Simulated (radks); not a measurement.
The numbers below are computed, except where a source is named.
These are the eigenvalues of the occupied orbitals of an atom or ion with whole-number occupations (eV). Code: a radial shooting solver on a logarithmic mesh with Libxc functionals. Model: scalar-relativistic Kohn-Sham, r2SCAN, spin-polarised, spherical densities, finite nucleus; meta-GGA in the generalised Kohn-Sham scheme; Fermi nuclear charge, rms radius of each element as measured or else 0.836 A^(1/3) + 0.57 fm.

orbital  eigenvalue
1s up     -1903.959
1s down   -1901.727
2s up     -236.2422
2s down   -232.1914
2p up     -191.9798
2p down   -187.2077

Which element is it, and in what charge state? The configuration may be excited. Open shells, if any, are filled with parallel spins first.

Answer. Z = 14, silicon, charge +5: Si5+ in [He] 2s2 2p5. The list shows which subshells hold electrons but not how many an open one holds; the 1s level, -69.969 hartree, gives Z - s = 11.8 by -(Z - s)^2/2, which with screening and relativity narrows Z to a few neighbours, and the depths of the outer levels then fix element, charge and occupations together.
